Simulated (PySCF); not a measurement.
## A small calculation by hand: entropy of an ideal gas

C₃H₃BFNO, SMILES O1C=CC=NB1F.

Coordinates come from a PBE-D3(BJ)/def2-SVP optimisation. The structure was generated by enumeration, and PubChem lists no compound with its InChIKey, so it may never have been made.

PBE-D3(BJ)/def2-SVP run with PySCF gives the harmonic wavenumbers 132, 346, 388, 461, 494, 561, 724, 768, 780, 923, 939, 976, 1001, 1074, 1160, 1269, 1351, 1399, 1443, 1530, 1651, 2994, 3121, 3159 cm⁻¹ and the rotational temperatures 0.2683, 0.1284, 0.0869 K. The molar mass is 98.87 g/mol, the symmetry number 1, the spin multiplicity 1.

### Question
Work out the entropy at 298.15 K and 1 atm in the rigid-rotor, harmonic-oscillator model.

### Answer

Translation (Sackur–Tetrode at 1 atm): S = R[1.5 ln M + 2.5 ln T − 1.16487] = 166.0 J/(mol K).
Rotation: q = (√π/σ) T^1.5/√(θA θB θC) = 167000, S = R[ln q + 3/2] = 112.4 J/(mol K).
Vibration: with u = 1.4388 ν/T, each mode gives R[u/(e^u − 1) − ln(1 − e^−u)]:
```
ν (cm⁻¹)  modes     u  S (J/(mol K))
--------  -----  ----  -------------
132           1  0.64          12.20
346           1  1.67           4.96
388           1  1.87           4.22
461           1  2.22           3.19
494           1  2.38           2.82
561           1  2.71           2.18
724           1  3.49           1.17
768           1  3.71           0.98
780           1  3.76           0.94
923           1  4.45           0.53
939           1  4.53           0.50
976           1  4.71           0.43
1001          1  4.83           0.39
1074          1  5.18           0.29
1160          1  5.60           0.20
1269          1  6.12           0.13
1351          1  6.52           0.09
1399          1  6.75           0.08
1443          1  6.96           0.06
1530          1  7.38           0.04
1651          1  7.97           0.03
```
The stiffer modes add less than 0.005 each. Sum 35.4 J/(mol K).
Spin: R ln 1 = 0.0 J/(mol K).
Total 313.9 J/(mol K); the program's own thermochemistry gives 313.9. Translation makes up 53 % and vibration 11 %. Anharmonicity, hindered rotation and orbital degeneracy are left out.
